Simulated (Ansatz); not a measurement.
The first iterations of a band of BFH2O + H3P (9 atoms, charge 0, multiplicity 1).

Computed with Ansatz, RKS PBE0/6-31G*.

```
movable images  : 7
climbing image  : yes
spring          : 5.0 eV/Å²
optimiser       : quadratic models (default)
start path      : through a guess of the saddle point
force threshold : 0.5 eV/Å
iteration limit : 60
end points      : relaxed
```

Image 0:

```xyz
9
Properties=species:S:1:pos:R:3
B -0.341 -1.072 -0.327
O -0.017 -0.853 0.959
H 0.104 0.094 1.145
F -0.534 -2.327 -0.717
H -0.464 -0.194 -1.138
P 0.457 2.526 1.614
H -0.611 3.407 1.923
H 1.051 3.388 0.658
H 1.280 2.950 2.687
```

Image 8:

```xyz
9
Properties=species:S:1:pos:R:3
B 0.008 0.521 0.208
O 0.223 -0.409 1.716
H -0.646 -0.750 1.978
F 0.937 -0.036 -0.602
H -1.152 0.251 -0.003
P 0.384 2.349 0.887
H 1.368 2.735 -0.057
H -0.689 3.039 0.269
H 0.493 0.220 2.408
```

| iteration | highest image above the first end (eV) | largest band force component (eV/Å) |
| --- | --- | --- |
| 1 | 26.473 | 63.573 |
| 2 | 4.580 | 13.054 |
| 3 | 2.981 | 7.973 |
| 4 | 2.837 | 3.252 |
| 5 | 2.835 | 2.034 |

Does the band converge within its limit, and where does its top end?

The run converged. It ended after 15 iterations with the highest image 1.507 eV above the first end. The threshold of 0.5 eV/Å is loose, so the images may lie well off the minimum-energy path. The order of the stationary point at the top wasn't checked. The orbitals stay closed-shell, which can raise the energy where a bond breaks towards radicals; this wasn't checked here.

Time of the run: 2.6 min on 1 thread of Intel(R) Xeon(R) 6975P-C (Granite Rapids), with other jobs on the host, peak memory 0.18 GiB.
